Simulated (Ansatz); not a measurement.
Stepwise reaction of `[InH3]` with hydrogen chloride, as a gas-phase model of exchange steps in deposition or etching. ΔE in kJ/mol; ΔG adds harmonic PBE0-D4 terms to CCSD(T)/CBS, at 1 bar.

Gas-phase electronic energies from Ansatz, PBE0-D4/def2-TZVP geometries. CCSD(T)/CBS adds triple-zeta CCSD(T) − MP2 to the extrapolated MP2 energy (def2 sets, frozen cores). This one scheme is used for every species. Functionals use def2-TZVPP. B3LYP here is the variant with VWN-RPA as its local correlation; programs differ in this. Elements past krypton have def2 core potentials. For In outer-core shells are correlated without core-valence functions, which leaves a few kJ/mol of doubt a bond.

```json
{"step": "1", "reaction": "`[InH3]` + HCl → `[Cl][InH2]` + H₂", "PBE-D4": "-113.4", "B3LYP-D4": "-115.2", "ωB97M-V": "-111.8", "CCSD(T)/CBS": "-118.6", "ΔG(600 K)": "-114.1"}
{"step": "2", "reaction": "`[Cl][InH2]` + HCl → `[Cl][InH][Cl]` + H₂", "PBE-D4": "-94.3", "B3LYP-D4": "-96.3", "ωB97M-V": "-94.4", "CCSD(T)/CBS": "-99.7", "ΔG(600 K)": "-90.6"}
```

(1) Give the row of step 3, `[Cl][InH][Cl]` + HCl → `[Cl][In]([Cl])[Cl]` + H₂. (Best estimate.)

(2) By hand: ΔE of the 3 steps together at CCSD(T)/CBS.

Results:

(1) Computed: 
| step | reaction | PBE-D4 | B3LYP-D4 | ωB97M-V | CCSD(T)/CBS | ΔG(600 K) |
| --- | --- | --- | --- | --- | --- | --- |
| 3 | `[Cl][InH][Cl]` + HCl → `[Cl][In]([Cl])[Cl]` + H₂ | -75.1 | -77.7 | -75.2 | -80.5 | -65.6 |

(2) (-118.6) + (-99.7) + (-80.5) = -298.8 kJ/mol, or -99.6 kJ/mol a step.

In ΔE each step is higher than the one before. All are downhill at CCSD(T)/CBS. ΔG lies between -114.1 and -65.6 kJ/mol a step. PBE-D4 differs from CCSD(T)/CBS by 5.2 to 5.4 kJ/mol a step. Isolated molecules leave out the surface, adducts and barriers. Largest T1 diagnostic: 0.014.
